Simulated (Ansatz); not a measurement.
**A basis-limit estimate, worked out**

An elementary step of BH₂Cl₂OF, singlet (BHCl₂O ([OH][B]([Cl])[Cl]) + HF → BCl₂F ([F][B]([Cl])[Cl]) + H₂O (still joined by a long B–O bond); bonds formed: B1–F6, O2–H5; bonds broken: H5–F6; bonds weakened to dative contacts: B1–O2). “Start” is the structure reached by relaxing down from the saddle towards the reactants; PBE0-D4/def2-TZVP structures. The saddle:

```xyz
7
angstrom
B -0.4554 0.0821 -0.2047
O 0.9804 0.4303 -0.0713
Cl -0.7828 -1.3262 -1.2475
Cl -1.5634 1.4572 -0.2664
H 0.6450 -0.0889 1.0575
F -0.3620 -0.4305 1.3608
H 1.5379 -0.1241 -0.6283
```

Computed with Ansatz 0.2.0 (basis: def2-TZVPP and def2-QZVPP); correlated methods freeze the cores.

Energies in eV:

| quantity | saddle | start |
| --- | --- | --- |
| Hartree–Fock, triple zeta (X = 3) | -30459.23200 | -30460.79938 |
| Hartree–Fock, quadruple zeta (X = 4) | -30460.15182 | -30461.74051 |
| MP2 correlation, X = 3 | -27.38443 | -26.80235 |
| MP2 correlation, X = 4 | -29.86515 | -29.28924 |
| CCSD(T) correlation, X = 3 | -29.32379 | -28.78889 |

(1) Work out the barrier at the basis limit: extrapolate Hartree–Fock as E(X) = E∞ + A exp(−7.88 √X) and the MP2 correlation as E(X) = E∞ + B X^−2.97 (the exponents that Neese and Valeev fitted for def2-TZVPP and QZVPP), then add CCSD(T) − MP2 in triple zeta.

The T1 diagnostic stays at or below 0.011.

## Answers

(1) Each step is linear, so take the differences first (saddle − start): Hartree–Fock 1.56738 (X = 3) and 1.58869 (X = 4); MP2 correlation -0.58208 and -0.57591; CCSD(T) correlation -0.53490.
Two points give E∞ = E(4) + w [E(4) − E(3)], with w = 1/(exp(7.88 (2 − √3)) − 1) = 0.1377 for Hartree–Fock and w = 1/((4/3)^2.97 − 1) = 0.7407 for the correlation.
Hartree–Fock: 1.58869 + 0.1377 × 0.02131 = 1.5916 eV.
MP2 correlation: -0.57591 + 0.7407 × 0.00617 = -0.5713 eV.
CCSD(T) − MP2: -0.53490 − (-0.58208) = 0.0472 eV.
Sum: 1.5916 + (-0.5713) + 0.0472 = 1.0675 eV, or 24.62 kcal/mol. Plain CCSD(T) in triple zeta gives 1.0325 eV, so the larger basis shifts the result by 0.0350 eV.

Steps of this kind, hydrogen fluoride cutting a network bond, underlie vapour etching and the fluorination step of atomic layer etching.

Labels in which every atom is bracketed show which atoms are joined, not bond orders.

For scale, one of the runs: CCSD(T)/def2-TZVPP, 205 basis functions, launched by `ansatz run in.yaml --threads 4 --pin off --events-out ev --progress --plain --max-ram 9574MiB`. The run took 57 s on 4 CPU threads of an Arm Neoverse V2 (shared host), with 2.7 GiB of host memory at its peak.
